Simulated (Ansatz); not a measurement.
Start from `CBN(C)C` and change one atom or group to get `CN(C)N[SiH3]`.

Ansatz, PBE0-D4/def2-TZVP geometries, multiplicity 1. Each molecule was computed in one conformer, which needn't be the lowest.

```csv
property,`CBN(C)C`
size of the dipole moment (B3LYP/def2-TZVPP) / D,1.51
size of the dipole moment (ωB97M-V/def2-TZVPP) / D,1.50
size of the dipole moment (PBE/def2-TZVPP) / D,1.58
zero-point energy (PBE0-D4/def2-TZVP) / kJ/mol,349.5
HOMO energy (PBE/def2-TZVPP) / eV,-5.92
LUMO energy (PBE/def2-TZVPP) / eV,-0.25
```

Question: What does the change do to each property? (Estimate.)

Answer: The calculation gave: 
```json
{"property": "size of the dipole moment (B3LYP/def2-TZVPP) / D", "`CN(C)N[SiH3]`": "0.61", "shift": "-0.90"}
{"property": "size of the dipole moment (ωB97M-V/def2-TZVPP) / D", "`CN(C)N[SiH3]`": "0.59", "shift": "-0.91"}
{"property": "size of the dipole moment (PBE/def2-TZVPP) / D", "`CN(C)N[SiH3]`": "0.69", "shift": "-0.89"}
{"property": "zero-point energy (PBE0-D4/def2-TZVP) / kJ/mol", "`CN(C)N[SiH3]`": "324.5", "shift": "-25.0"}
{"property": "HOMO energy (PBE/def2-TZVPP) / eV", "`CN(C)N[SiH3]`": "-5.03", "shift": "0.89"}
{"property": "LUMO energy (PBE/def2-TZVPP) / eV", "`CN(C)N[SiH3]`": "-0.36", "shift": "-0.11"}
```

With PBE0 the HOMO rises by 0.75 eV and the LUMO falls by 0.21 eV, so the gap narrows by about 0.96 eV. PBE moves the HOMO by 0.89 eV and ωB97M-V by 0.71 eV. Dipoles are sizes alone; their direction can turn.

B3LYP here is the variant with VWN-RPA as its local correlation; programs differ in this.
